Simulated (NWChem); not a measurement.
Electron attachment to Sb (+1)

```
Sb
```
Charge +1, spin multiplicity 3.

Everything below was run with NWChem.

Basis set: def2-TZVPD. The species with one electron more has spin multiplicity 4. Δ marks differences of total energies (open shells unrestricted). −ε marks an orbital energy of the parent. That orbital need not have the symmetry of the hole or added electron in the Δ rows.

Effective core potentials replace the inner electrons of Sb; spin-orbit coupling is left out. No SCF solution was tested for a lower state. Open-shell Hartree-Fock references start from PBE0 orbitals.

**Question.** One of these methods gave a vertical electron affinity of 8.96 eV. Which?
A. evGW@PBE
B. −ε(alpha LUMO) of HF
C. Δr2SCAN
D. ΔM06-2X

**Answer.** D, ΔM06-2X. The others give 9.16 (Δr2SCAN), 8.66 (evGW@PBE), 8.12 (−ε(alpha LUMO) of HF).
